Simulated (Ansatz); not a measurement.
Basis-set extrapolation for C2H5AlF2 (`[CH3][Al]([F])[CH2]F`) (PBE0-D4/def2-TZVP geometry, frozen core, Ansatz). Multiplicity 1, RHF reference.

|  | def2-TZVPP | def2-QZVPP |
| --- | --- | --- |
| HF | -519.645541 | -519.665929 |
| MP2 correlation | -0.924338 | -1.002092 |
| CCSD(T) correlation | -0.985954 | not run |

Energies in hartree. Use E(X) = E(∞) + A·exp(−7.88·√X) for Hartree–Fock and E(X) = E(∞) + B·X^(−2.97) for correlation, with X = 3 and 4, and add CCSD(T) minus MP2 of the smaller set to the MP2 limit.

Q: What is the CCSD(T) energy at the basis-set limit?

A: HF limit: -519.665929 + (-0.020388) × 0.13774 = -519.66874. MP2 limit: -1.002092 + (-0.077754) × 0.74074 = -1.05969. Higher-order term: -0.985954 − (-0.924338) = -0.06162. Total: -520.79005 hartree, 4.31 eV below CCSD(T)/def2-TZVPP.
